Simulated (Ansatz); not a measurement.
Job for Ansatz (a quantum-chemistry and plane-wave program): U-B3LYP/cc-pVTZ on BrFSe (SMILES F[Se]Br), a point of a bond scan (R = 4.057 Å).

Ansatz 0.2 input:
```yaml
crystal:
  periodic: [false, false, false]
  atoms:
    - {symbol: Se, position_ang: [0.51016666, -0.43084229, 0.77837054]}
    - {symbol: F, position_ang: [2.72574838, -2.46145983, -1.94714218]}
    - {symbol: Br, position_ang: [-0.87448098, 0.75634609, -0.65156810]}
basis:
  gaussian:
    orbitals: cc-pVTZ
hamiltonian:
  xc: {name: B3LYP}
magnetization: {spin_polarized: true, initial_magnetization: 0}
```

Problem. Predict the final total energy.

Solution. -5075.6165 hartree. Its determinant has ⟨S²⟩ = 1.01, a mixture of spin states.

Problem. How many basis functions does it have, and what does it roughly cost on one machine?

Solution. 116 functions; very roughly 60 core-seconds.
